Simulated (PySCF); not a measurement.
Compound: C₃H₈FNSi.
Numbering: `[F:1][Si@H:2]1[CH2:3][CH2:4][CH2:5][NH:6]1` (hydrogens: H7 on Si2; H8, H9 on C3; H10, H11 on C4; H12, H13 on C5; H14 on N6)

Method: PySCF 2.14.0, PBE0-D3(BJ)/def2-SVP geometry optimisation, gas phase; density fitting, grid level 1; the optimiser is geomeTRIC in internal coordinates, started from a GFN2-xTB structure with every atom displaced at random (about 0.01 Å).

Step 0: E = -15309.1409 eV
```
atom  x, y, z in Å  |  force x, y, z in eV/Å
F1      0.7610    2.2773    1.3511    0.267   0.304   0.371
Si2     0.4108    1.4704   -0.0053    0.163  -0.873   0.367
C3      1.2554   -0.2108   -0.1559    1.511   0.496   0.484
C4      0.2252   -1.2039    0.2704   -2.082   0.117   0.295
C5     -1.1609   -0.6583   -0.1890    0.442   0.380   1.310
N6     -1.1363    0.7720    0.1265   -0.731  -0.140  -0.442
H7      0.6834    2.4342   -1.0628    0.054   0.421  -0.473
H8      1.5853   -0.3886   -1.1850    0.041   0.035  -0.320
H9      2.1660   -0.3170    0.4830   -0.281   0.242  -0.389
H10     0.3605   -2.2037   -0.1285    0.261  -0.519  -0.184
H11     0.1759   -1.2838    1.3708    0.148  -0.001  -0.076
H12    -1.2937   -0.8246   -1.2481   -0.163  -0.289  -0.919
H13    -2.0113   -1.1223    0.3455    0.227  -0.196  -0.086
H14    -2.0284    1.2442    0.0197    0.144   0.024   0.061
```

Q: Estimate the geometry and energy of step 1. (The exact step hangs on the optimiser's Hessian estimate; all steps are aligned on step 0, rigid shifts and turns removed.)

A: E = -15309.2798 eV, largest force 0.386 eV/Å
```
atom  x, y, z in Å  |  force x, y, z in eV/Å
F1      0.8104    2.2409    1.4399   -0.174  -0.229  -0.138
Si2     0.4196    1.4506    0.0577    0.238   0.234  -0.193
C3      1.2809   -0.2004   -0.1535   -0.190  -0.085   0.049
C4      0.1852   -1.1869    0.2897    0.106   0.032  -0.050
C5     -1.1726   -0.6571   -0.1783   -0.039  -0.124  -0.349
N6     -1.1591    0.7859   -0.0051    0.142  -0.037   0.208
H7      0.6854    2.4682   -0.9972    0.004   0.063   0.064
H8      1.5267   -0.3449   -1.2171   -0.037   0.055  -0.135
H9      2.2181   -0.3297    0.3985    0.094   0.027   0.149
H10     0.3675   -2.2092   -0.0820   -0.060   0.053  -0.001
H11     0.1835   -1.2418    1.3873   -0.022  -0.014   0.144
H12    -1.3246   -0.9349   -1.2499   -0.015   0.038   0.239
H13    -1.9891   -1.1308    0.3903   -0.036  -0.011   0.043
H14    -2.0392    1.2751   -0.0880   -0.012  -0.003  -0.030
```

The energy changes by -0.1388 eV. The first-order estimate −F·Δx gives -0.3332 eV and the mean of the old and new forces, exact on a quadratic surface, -0.1347 eV. The step makes an angle of 73° with the force vector and moves no atom by more than 0.134 Å.

The cost below is that of the whole optimisation. Time: 87 s of wall time; peak memory 0.51 GiB. Hardware: one thread, Arm Neoverse N1 (aarch64), shared host.
